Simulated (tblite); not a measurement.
C$_{2}$Cl$_{2}$O$_{2}$Pt (SMILES [O+]#[C-]->[Pt]([Cl])([Cl])<-[C-]#[O+]), singlet, geometry from GFN2-xTB (such geometries of metal compounds can be far from the true shape); GFN1-xTB in tblite 0.6.0.

tblite was given this input:
```
$ tblite run mol.xyz --method gfn1 --charge 0 --spin 0 --etemp 2000 --json tblite.json --no-restart

# file mol.xyz
7

Pt     0.00000000     0.00000000    -0.00000000
Cl     2.12263974    -0.92553606     0.00158690
Cl    -2.12263974     0.92553606    -0.00158690
O      1.14019065     2.79347552     0.02902722
C      0.72643614     1.74604345     0.01820497
O     -1.14019065    -2.79347552    -0.02902722
C     -0.72643614    -1.74604345    -0.01820497
```

### Question
What does tblite print? Leave out banner, timings and long lists.

### Answer

```
xTB calculator
 | screened Coulomb repulsion
 | Coulomb electrostatics
 |  * isotropic Klopman-Ohno-Mataga-Nishimoto electrostatics
 |  * onsite third-order electrostatics
 | DFT-D3(BJ) dispersion correction

halogen bonding energy    0.0000000000000E+00 Eh
repulsion energy          1.8195963535078E-01 Eh
dispersion energy        -4.0325860693949E-03 Eh
number of electrons       4.4000000000000E+01 e
integral cutoff           3.1236740784742E+01 bohr

------------------------------------------------------------
  cycle        total energy    energy error   density error
------------------------------------------------------------
      1     -26.11504645995  -2.6292974E+01   6.5227247E-01
      2     -26.48447010487  -3.6942364E-01   3.4762742E-01
      3     -26.50855719283  -2.4087088E-02   1.9063270E-01
      4     -26.51002800634  -1.4708135E-03   5.6220773E-02
      5     -26.51497759568  -4.9495893E-03   5.4386150E-03
      6     -26.51499301120  -1.5415512E-05   3.2389553E-03
      7     -26.51500654143  -1.3530236E-05   1.2883885E-03
      8     -26.51500944476  -2.9033239E-06   3.0359502E-04
      9     -26.51500960552  -1.6076094E-07   6.5108438E-06
------------------------------------------------------------

electronic energy        -2.6692936654799E+01 Eh
total energy             -2.6515009605518E+01 Eh

Post processing:
 | Mayer-Wiberg bond orders

[Info] JSON dump of results written to 'tblite.json'
```
